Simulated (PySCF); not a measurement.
A geometry optimisation, step by step.

CBr2F2.
Bonds: F1–C2, C2–F3, C2–Br4, C2–Br5.

Method: PySCF, PBE0-D3(BJ)/def2-SVP geometry optimisation, gas phase; density fitting, grid level 1; the optimiser is geomeTRIC in internal coordinates, started from a GFN2-xTB structure with every atom displaced at random (about 0.01 Å). The frame can shift and turn from step to step; on so coarse a grid that alone can change the energy by a few meV, and forces under 0.02 eV/Å are noise.

Step 0: E = -146518.5117 eV, largest atomic force 0.757 eV/Å
```
atom  x, y, z in Å  |  force x, y, z in eV/Å
F1      0.020   -0.957   -1.046   -0.078   0.501   0.239
C2     -0.007   -0.133   -0.002    0.365  -0.132  -0.334
F3     -0.054   -0.877    1.082    0.092   0.144   0.145
Br4     1.661    0.939   -0.005   -0.657  -0.375   0.029
Br5    -1.588    0.994   -0.066    0.278  -0.138  -0.078
```

Step 1: E = -146518.4861 eV, largest atomic force 1.382 eV/Å
```
atom  x, y, z in Å  |  force x, y, z in eV/Å
F1     -1.278    0.220   -0.367   -1.301  -0.113  -0.451
C2     -0.076   -0.022    0.055    0.481   0.383   0.728
F3     -0.125   -0.143    1.378    0.186  -0.236  -0.215
Br4     0.563   -1.658   -0.738    0.179   0.095   0.029
Br5     0.954    1.563   -0.366    0.455  -0.129  -0.091
```

Step 2: E = -146518.5282 eV, largest atomic force 0.521 eV/Å
```
atom  x, y, z in Å  |  force x, y, z in eV/Å
F1     -1.310    0.211   -0.368   -0.427  -0.055  -0.094
C2     -0.089   -0.012    0.056    0.194   0.229   0.426
F3     -0.119   -0.150    1.377   -0.014  -0.041  -0.227
Br4     0.576   -1.639   -0.733    0.113   0.008  -0.057
Br5     0.980    1.550   -0.370    0.134  -0.140  -0.049
```

Step 3: E = -146518.5379 eV, largest atomic force 0.129 eV/Å
```
atom  x, y, z in Å  |  force x, y, z in eV/Å
F1     -1.330    0.205   -0.360    0.014  -0.019  -0.014
C2     -0.097   -0.004    0.063   -0.027   0.038   0.120
F3     -0.126   -0.149    1.378    0.001   0.000  -0.089
Br4     0.594   -1.621   -0.739    0.002  -0.021  -0.013
Br5     0.996    1.530   -0.381    0.010   0.002  -0.004
```

Step 4: E = -146518.5381 eV, largest atomic force 0.042 eV/Å
```
atom  x, y, z in Å  |  force x, y, z in eV/Å
F1     -1.330    0.203   -0.360    0.011   0.002  -0.003
C2     -0.097   -0.003    0.065   -0.015   0.001   0.040
F3     -0.126   -0.149    1.378    0.000   0.009  -0.038
Br4     0.594   -1.621   -0.740    0.005  -0.009  -0.003
Br5     0.997    1.530   -0.381   -0.002  -0.002   0.005
```

Step 5: E = -146518.5382 eV, largest atomic force under 0.02 eV/Å
```
atom  x, y, z in Å  |  force x, y, z in eV/Å
F1     -1.330    0.203   -0.360    0.004   0.000  -0.002
C2     -0.097   -0.003    0.066   -0.002  -0.004  -0.001
F3     -0.126   -0.149    1.377   -0.005  -0.001  -0.003
Br4     0.594   -1.622   -0.740    0.000   0.002   0.004
Br5     0.997    1.530   -0.381    0.003   0.002   0.001
```

**Question.** Summarise the path.

**Answer.** The energy falls by 2.55 kJ/mol from step 0 to step 5; nine tenths of that is first reached at step 3. It rises by more than 0.2 meV at step 1. The largest force goes from 0.757 to under 0.02 eV/Å. Among the bonds C2–Br4 changes most, from 1.983 to 1.936 Å; the atoms move by 0.024 Å rms after alignment.

**Question.** Follow the three bonds and two angles with the largest change from start to end.

**Answer.** 
```tsv
step	E above end (kJ/mol)	largest force (eV/Å)	C2–Br4 (Å)	F1–C2 (Å)	C2–Br5 (Å)	F1–C2–Br5 (°)	F1–C2–F3 (°)
0	2.55	0.757	1.983	1.330	1.943	110.5	107.3
1	5.03	1.382	1.927	1.296	1.937	105.7	107.8
2	0.96	0.521	1.926	1.311	1.940	107.7	108.6
3	0.02	0.129	1.933	1.320	1.935	109.2	108.4
4	0.00	0.042	1.935	1.320	1.935	109.3	108.4
5	0.00	under 0.02	1.936	1.320	1.935	109.2	108.5
```

What follows is the cost of the whole optimisation. Time: 24 s; peak memory 0.45 GiB. Hardware: one thread, Intel Xeon Platinum 8559C (x86_64) (shared host).
